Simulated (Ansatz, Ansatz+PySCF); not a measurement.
```xyz
5

Si    0.0000    0.0000    0.0000
F     0.8426    0.8426    0.8426
F     0.8426   -0.8426   -0.8426
F    -0.8426    0.8426   -0.8426
F    -0.8426   -0.8426    0.8426
```

RHF on singlet SiF₄ was run in several spherical basis sets with Ansatz (development build ahead of 0.2.0). Caution for RHF: no unrestricted run beside it, a lower state can exist.

(1) Rank the basis sets by the total energy that they give, lowest first, with the distance from the lowest.
A. 6-31G(d)
B. def2-TZVP
C. def2-SVP
D. cc-pVTZ
E. 6-31G
F. cc-pVDZ
G. STO-3G

Results:

(1) B (0.00 eV), D (1.04 eV), A (6.94 eV), F (7.87 eV), E (14.36 eV), C (18.41 eV), G (254.80 eV).

Totals follow the description of the cores as much as that of the bonds, so this order isn't one of quality for chemistry.
